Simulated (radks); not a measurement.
Values are calculated unless marked as measured or tabulated.
Spin polarisation of the 3p2 shell in Si. Start: [Ne] 3s2 3p(up 1, down 1); electrons of 3p are moved from spin down to spin up, other shells keep equal spins. Code: a radial shooting solver on a logarithmic mesh with Libxc functionals. Model: scalar-relativistic Kohn-Sham, PBE, spin-polarised, spherical densities, finite nucleus; Fermi nuclear charge, rms radius of each element as measured or else 0.836 A^(1/3) + 0.57 fm.

moment (Bohr magnetons)  E - E(0) (eV)  e(3p up) (eV)  e(3p down) (eV)  3s down minus up (eV)  2p down minus up (eV)
0                                0.000         -4.081           -4.081                  0.000                  0.000
0.5                             -0.049         -4.261           -3.869                  0.409                  0.053
1                               -0.196         -4.411           -3.622                  0.824                  0.106
1.5                             -0.444         -4.531           -3.334                  1.246                  0.158
2                               -0.797         -4.621           -2.991                  1.680                  0.211

At moment 2 the spin-polarisation energy is -0.797 eV and the 3p exchange splitting 1.629 eV, that is 0.815 eV per Bohr magneton; E = -I m^2/4 would give I = 0.797 eV.
